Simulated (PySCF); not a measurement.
Si(GeH3)(OMe)3, SMILES O(C)[Si](OC)(OC)[GeH3] (C3H12GeO3Si) at its GFN2-xTB optimised geometry (Å):

```
20

C      0.8933    -2.1335     0.6688
O     -0.0703    -1.2535     1.1708
Si     0.2115     0.2585     1.6715
Ge     1.2322     1.5254     0.0000
O     -1.2059     0.9016     2.1111
C     -2.2708     1.1812     1.2492
O      1.1414     0.1721     2.9921
C      1.6410     1.2667     3.7042
H      1.5597    -2.4628     1.4677
H      1.4897    -1.6495    -0.1125
H      0.3735    -2.9935     0.2465
H      0.9131     1.1293    -1.4136
H      0.9132     2.9935     0.0000
H      2.7346     1.5254     0.0000
H     -3.0005     1.7745     1.8003
H     -2.7346     0.2550     0.9057
H     -1.9250     1.7481     0.3779
H      0.8346     1.7732     4.2373
H      2.3758     0.8944     4.4181
H      2.1218     1.9819     3.0276
```

Calculation: PySCF with CAM-B3LYP/def2-SVP. Cells within 0.4 Å of a nucleus heavier than hydrogen are left out (blank, or x).

Map of the electrostatic potential (hartree/e), clipped to [-0.08, 0.12] on the plane z = 0.0 Å:

```
|222222222222222222222222222|
|222222222222222222222222222|
|222222222222222222112222222|
|222222222222223442211222222|
|222222222222238995222122222|
|222222333322249999422212222|
|222233344433359999953222222|
|222333479854589999996422222|
|223334699975799999999952222|
|2233346999768999xx999972222|
|2233345797568999x9999952222|
|223334555555799999997532222|
|223334544445689999963222222|
|222334543334567898643222222|
|222333332222345666543222222|
|222223222100124567543222222|
|222222221000136899953322222|
|222222211000159999963322222|
|222222111001379999963322222|
|222222111112399999843322222|
|222222111112599999543322222|
|222222211223699985433322222|
|222222222223599954333222222|
|222222222223356533332222222|
|222222222222333333322222222|
|222222222222233322222222222|
|222222222222222222222222222|
```
Scale: ten equal steps from -0.037 (start of '0') to 0.120 (end of '9'), in the order '0123456789'; x runs from -5.00 to 5.00, y from -5.00 (bottom) to 5.00 (top).
